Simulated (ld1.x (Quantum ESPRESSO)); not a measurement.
# B (Z = 5): variants of one RRKJ potential

Base potential:

B (Z = 5), norm-conserving RRKJ (Kleinman–Bylander form), made with ld1.x (Quantum ESPRESSO) 7.5 (PBEsol, scalar-relativistic). Core [He], reference 2s2 2p1. Waves: 2s (bound): rc 1.40 bohr; 2p (bound): rc 3.70 bohr. Local part: all-electron potential smoothed inside 1.70 bohr (lloc = -1). Core correction: none. rho0 = 0.001.

All-electron outer shells of the reference configuration (PBEsol, scalar-relativistic, ld1.x):

| shell | level (eV) | outermost node (bohr) | outermost maximum (bohr) |
| --- | --- | --- | --- |
| 1s | -179.55 | – | 0.21 |
| 2s | -9.36 | 0.46 | 1.52 |
| 2p | -3.56 | – | 1.59 |

Cutoffs, loose and tight: the cutoffs (Ry, on a coarse ladder) from which the occupation-weighted sum of valence levels, in a spherical-Bessel basis at the reference potential, stays within 10 and 1 mRy of its value at 400 Ry. They do not see the model core or the augmentation charge, which bear on the density cutoff. Test errors are all-electron minus pseudo excitation energies from the reference, over the configurations 2s2 2p0; 2s1 2p0; 2s2 2p0.5; 2s0 2p3; 2s1 2p1; 2s2 2p1.3; 2s1 2p2. A dash means not determined; rows that change the core or the reference have their own tests.

| change | outcome | cutoff, loose | cutoff, tight | bound ghosts | largest test error (meV) |
| --- | --- | --- | --- | --- | --- |
| base | generated | 35 Ry | 50 Ry | none | +669 |
| wave 2p (bound): rc 3.70 bohr becomes 2p (bound): rc 2.40 bohr | generated | 35 Ry | 50 Ry | none | +156 |
| wave 2p (bound): rc 3.70 bohr becomes 2p (bound): rc 3.10 bohr | generated | 35 Ry | 50 Ry | none | +367 |
| wave 2p (bound): rc 3.70 bohr becomes 2p (bound): rc 3.56 bohr | generated | 35 Ry | 50 Ry | none | +565 |
| wave 2p (bound): rc 3.70 bohr becomes 2p (bound): rc 3.98 bohr | generated | 35 Ry | 50 Ry | none | +856 |
| wave 2p (bound): rc 3.70 bohr becomes 2p (bound): rc 4.36 bohr | generated | 35 Ry | 50 Ry | none | +1085 |
| wave 2p (bound): rc 3.70 bohr becomes 2p (bound): rc 5.00 bohr | generated | 35 Ry | 50 Ry | none | +1681 |

(1) What comes out with this change to the base: wave 2p (bound): rc 3.70 bohr becomes 2p (bound): rc 5.38 bohr?

Results:

(1) outcome: generated; cutoff, loose: 35 Ry; cutoff, tight: 50 Ry; bound ghosts: none; largest test error (meV): +2050.

Reading the sweep of the p radius (base included, trends over the rows without a ghost): The loose cutoff stays near 35 Ry. The median size of the test errors (rows with all tests solved) rises from 16.2 meV at 2.4 to 191.1 meV at 5.38 bohr. More of the atom is replaced by a form fitted at one configuration, so other configurations suffer as the radius grows.
